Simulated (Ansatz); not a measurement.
One elementary step

Start structure (GeH₅Br, closed shell), relaxed at PBE0-D4/def2-TZVP:

```xyz
7
angstrom
Ge -0.7888 -0.7050 0.0718
H 0.7493 -0.7457 0.1564
H -1.1946 -0.1747 -1.3076
H -1.3203 0.2219 1.1705
H -1.3249 -2.1271 0.2722
H 1.7683 1.0815 -0.0818
Br 2.1110 2.4491 -0.2815
```

The step: GeH₄ + HBr → GeH₃Br ([GeH3][Br]) + H₂; bonds formed: Ge1–Br7, H2–H6; bonds broken: Ge1–H2, H6–Br7. Program: Ansatz 0.2.0. Basis: def2-TZVPP and def2-QZVPP. Cores are frozen in the correlated methods. Filled d shells of the heavier atoms are correlated. The def2 sets are not built for correlating such inner shells, so the correlated values are less sure here. Extrapolation: Hartree–Fock as exp(−7.88 √X), correlation as X^−2.97. Energies below are by CCSD(T) at an estimated basis limit (MP2 extrapolated from triple and quadruple zeta, plus CCSD(T) − MP2 in triple zeta).

What are the electronic barrier and the energy of the step, from the start structure to the end structure? (Judge from chemistry; the value comes from the calculation.)

The calculation gives: Barrier 1.788 eV; step energy -0.585 eV (downhill); reverse barrier, their difference, 2.373 eV. Barrier and step energy count from the start structure, the reverse barrier from the end structure.

The saddle point: One imaginary mode of 908i cm⁻¹.
```
   pair  start (Å)  saddle (Å)  end (Å)
Ge1–Br7       4.30        2.81     2.31
  H2–H6       2.11        0.87     0.75
 Ge1–H2       1.54        1.84     4.22
 H6–Br7       1.42        1.94     3.23
```

Zero-point energy (harmonic, PBE0-D4): ZPE is 0.997 eV at the start and 1.006 eV at the saddle, so the barrier goes from 1.788 to 1.797 eV.

No T1 diagnostic of these runs exceeds 0.011.

Labels in which every atom is bracketed show which atoms are joined, not bond orders.

For scale, one of the runs: CCSD(T)/def2-TZVPP, 166 basis functions, launched by `ansatz run in.yaml --threads 4 --pin off --events-out ev --progress --plain --max-ram 9574MiB`. The run took 40 s on 4 CPU threads of an Arm Neoverse V1 (shared host), with 1.4 GiB of host memory at its peak.
